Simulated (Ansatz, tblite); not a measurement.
(BE)3 ring: gap (eV) at several levels, gas phase, relaxed structures; Ansatz, xTB through tblite. The structures are stationary points that may keep the symmetry of their start.

```tsv
species	state	geometry	GFN1-xTB	GFN2-xTB	PBE-D4/def2-SVP	PBE-D4/def2-TZVP	PBE0-D4/def2-SVP	PBE0-D4/def2-TZVP
(ClBS)3 ring (B3S3Cl3)	singlet	PBE-D4/def2-SVP	4.60	3.58	4.44	4.30	6.42	6.26
(HBAsH)3 ring (B3As3H6)	singlet	PBE-D4/def2-SVP	2.18	2.30	2.88	2.87	4.66	4.64
```

(1) Estimate the rows for (MeBPH)3 ring (C3H12B3P3) (singlet, PBE-D4/def2-SVP geometry).

(1) 
```
                  species    state         geometry  GFN1-xTB  GFN2-xTB  PBE-D4/def2-SVP  PBE-D4/def2-TZVP  PBE0-D4/def2-SVP  PBE0-D4/def2-TZVP
(MeBPH)3 ring (C3H12B3P3)  singlet  PBE-D4/def2-SVP      1.50      1.53             1.55              1.55              3.32               3.32
```

Over the 3 species that have every level, the mean is 2.76 at GFN1-xTB, 2.47 at GFN2-xTB, 2.96 at PBE-D4/def2-SVP, 2.90 at PBE-D4/def2-TZVP, 4.80 at PBE0-D4/def2-SVP, 4.74 at PBE0-D4/def2-TZVP. Orbital gaps grow with the share of exact exchange and aren't one observable across functionals.
